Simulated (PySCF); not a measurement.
## Running PySCF for Kr²⁺

File input.py (PySCF 2.14):

```python
from pyscf import gto, dft

mol = gto.M(
    atom='Kr 0 0 0',
    basis='jorge-tzp-dkh',
    charge=2,
    spin=2,
    verbose=4,
)
mf = dft.ROKS(mol, xc='wb97m-v')
mf = mf.sfx2c1e()
mf.kernel()
mf.analyze()
print('orbital energies (hartree):', mf.mo_energy[..., max(0, mol.nelec[1]-3):mol.nelec[0]+3].round(4))
```

```bash
$ OMP_NUM_THREADS=1 python input.py
```

The log (some set-up lines and the per-cycle HOMO/LUMO lines with their warnings removed):

```
PySCF version 2.14.0

[INPUT] Symbol           X                Y                Z      unit          X                Y                Z       unit  Magmom
[INPUT]  1 Kr     0.000000000000   0.000000000000   0.000000000000 AA    0.000000000000   0.000000000000   0.000000000000 Bohr   0.0

nuclear repulsion = 0
number of shells = 21
number of NR pGTOs = 108
number of NR cGTOs = 65
basis = jorge-tzp-dkh
ecp = {}

******** <class 'pyscf.x2c.sfx2c1e.sfX2C1eROKS'> ********
method = sfX2C1eROKS
initial guess = minao
damping factor = 0
level_shift factor = 0
DIIS = <class 'pyscf.scf.diis.CDIIS'>
SCF conv_tol = 1e-09
SCF max_cycles = 50
num. doubly occ = 16  num. singly occ = 2
XC functionals = wb97m-v

grids dens level: 3
** Following is NLC and NLC Grids **
NLC functional = wb97m-v

grids dens level: 3

******** <class 'pyscf.x2c.sfx2c1e.SpinFreeX2CHelper'> ********
approx = 1e
xuncontract = 1
tot grids = 18312
tot grids = 18312
init E= -2789.72610654289
cycle= 1 E= -2788.21161822765  delta_E= 1.51  |g|= 0.733  |ddm|= 0.947
cycle= 2 E= -2788.33449972417  delta_E= -0.123  |g|= 0.624  |ddm|= 0.946
cycle= 3 E= -2788.35135882336  delta_E= -0.0169  |g|= 0.0596  |ddm|= 0.147
cycle= 4 E= -2788.35175951718  delta_E= -0.000401  |g|= 0.00964  |ddm|= 0.0452
cycle= 5 E= -2788.35176682623  delta_E= -7.31e-06  |g|= 0.000773  |ddm|= 0.00571
cycle= 6 E= -2788.35176694138  delta_E= -1.15e-07  |g|= 7.65e-05  |ddm|= 0.000778
cycle= 7 E= -2788.35176694376  delta_E= -2.38e-09  |g|= 4.95e-06  |ddm|= 0.00011
cycle= 8 E= -2788.35176694377  delta_E= -7.28e-12  |g|= 1.8e-07  |ddm|= 6.49e-06
Extra cycle  E= -2788.35176694377  delta_E= -4.55e-13  |g|= 1.2e-07  |ddm|= 5.45e-07
converged SCF energy = -2788.35176694377
**** SCF Summaries ****
Total Energy =                       -2788.351766943768780
Nuclear Repulsion Energy =               0.000000000000000
One-electron Energy =                -3843.446607917943766
Two-electron Energy =                 1055.094840974174758
Two-electron Coulomb Energy =         1151.477029675968197
DFT Exchange-Correlation Energy =      -96.382188701793524
**** MO energy ****
                Roothaan           | alpha              | beta
[7 lines left out]
MO #8   energy= -8.51705401518468  | -8.52565101561591  | -8.50845701474047  occ= 2
MO #9   energy= -8.49407504713927  | -8.49683743422533  | -8.49131266005266  occ= 2
MO #10  energy= -4.21660252271743  | -4.22562352774071  | -4.20758151769472  occ= 2
MO #11  energy= -4.21660248947866  | -4.22562352918628  | -4.20758144977122  occ= 2
MO #12  energy= -4.19883869521617  | -4.20426453085087  | -4.19341285958204  occ= 2
MO #13  energy= -4.19883864674463  | -4.20426454109076  | -4.19341275239802  occ= 2
MO #14  energy= -4.19278924768218  | -4.19718093278492  | -4.18839756257865  occ= 2
MO #15  energy= -1.86538939029117  | -1.92343873809337  | -1.80734004248785  occ= 2
MO #16  energy= -1.26053145297523  | -1.28059099637523  | -1.24047190957465  occ= 2
MO #17  energy= -1.13633815634127  | -1.33529962919985  | -0.937376683260875 occ= 1
MO #18  energy= -1.13633796845016  | -1.3352996232245   | -0.937376313453165 occ= 1
MO #19  energy= -0.205538328751946 | -0.208411958936002 | -0.202664698859672 occ= 0
MO #20  energy= -0.205538299647499 | -0.208411956997398 | -0.202664642588937 occ= 0
MO #21  energy= -0.184780306809429 | -0.186333706002347 | -0.183226907615721 occ= 0
[44 lines left out]

WARN: Weak orthogonality for localized orbitals 1.0733234192606114e-07

 ** Mulliken pop on meta-lowdin orthogonal AOs  **
 ** Mulliken pop  **
pop of  0 Kr 1s           2.00000
pop of  0 Kr 2s           1.99999
pop of  0 Kr 3s           1.99998
pop of  0 Kr 4s           1.99071
pop of  0 Kr 5s           0.00898
pop of  0 Kr 6s           0.00003
pop of  0 Kr 7s           0.00013
pop of  0 Kr 8s           0.00011
pop of  0 Kr 9s           0.00001
pop of  0 Kr 2px          2.00000
pop of  0 Kr 2py          2.00000
pop of  0 Kr 2pz          2.00000
[53 lines left out]
 ** Mulliken atomic charges  **
charge of    0Kr =      2.00000
Dipole moment(X, Y, Z, Debye): -0.00000, -0.00000, -0.00000
orbital energies (hartree): [-4.1928 -1.8654 -1.2605 -1.1363 -1.1363 -0.2055 -0.2055 -0.1848]
```

In short: E(SCF) = -2788.351767 Eh, 8 cycles.

Hardware: Intel Xeon Platinum 8259CL @ 2.50GHz, 1 thread, shared host. Wall time 21 s, peak memory 0.25 GiB.

No search for the lowest solution was made.
